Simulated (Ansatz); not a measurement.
C$_{3}$H$_{10}$Si$_{2}$, SMILES `C=C([SiH3])C[SiH3]`. The species carries charge 0 and has multiplicity 1. Geometry: relaxed with PBE0-D4/def2-TZVP. It is one conformer, not always the lowest.

```xyz
15

C     0.654    0.118   -1.778
C     0.573    0.169   -0.447
Si    0.868    1.799    0.421
C     0.252   -1.043    0.379
Si   -1.606   -1.209    0.668
H     0.865    1.000   -2.373
H     0.515   -0.812   -2.325
H     2.040    1.676    1.332
H     1.128    2.858   -0.587
H    -0.302    2.184    1.257
H     0.587   -1.958   -0.122
H     0.749   -1.012    1.354
H    -2.285   -1.443   -0.634
H    -2.153    0.029    1.281
H    -1.883   -2.357    1.574
```

Q: What is the dipole moment at r2SCAN/def2-TZVPP? (An estimate is asked.)

A: Ansatz gave: 0.82 D, with components (0.39, -0.68, -0.22) D in this frame, pointing from negative to positive charge.

Q: And with PBE, B3LYP, ωB97M-V? (Estimate.)

A: Computed: PBE 0.81 D, B3LYP 0.78 D, ωB97M-V 0.79 D.

Q: Give the Mulliken charges with r2SCAN, PBE, B3LYP in def2-TZVPP. (Best estimate.)

A: Computed: 
| atom | r2SCAN | PBE | B3LYP |
| --- | --- | --- | --- |
| C1 | -0.16 | -0.19 | -0.21 |
| C2 | -0.11 | -0.03 | -0.08 |
| Si3 | 0.31 | 0.20 | 0.28 |
| C4 | -0.21 | -0.21 | -0.25 |
| Si5 | 0.30 | 0.21 | 0.28 |
| H6 | 0.08 | 0.09 | 0.10 |
| H7 | 0.06 | 0.08 | 0.09 |
| H8 | -0.07 | -0.06 | -0.07 |
| H9 | -0.07 | -0.06 | -0.07 |
| H10 | -0.07 | -0.05 | -0.06 |
| H11 | 0.07 | 0.09 | 0.09 |
| H12 | 0.08 | 0.10 | 0.10 |
| H13 | -0.07 | -0.05 | -0.07 |
| H14 | -0.06 | -0.05 | -0.06 |
| H15 | -0.08 | -0.06 | -0.07 |

B3LYP here is the variant with VWN-RPA as its local correlation; programs differ in this.
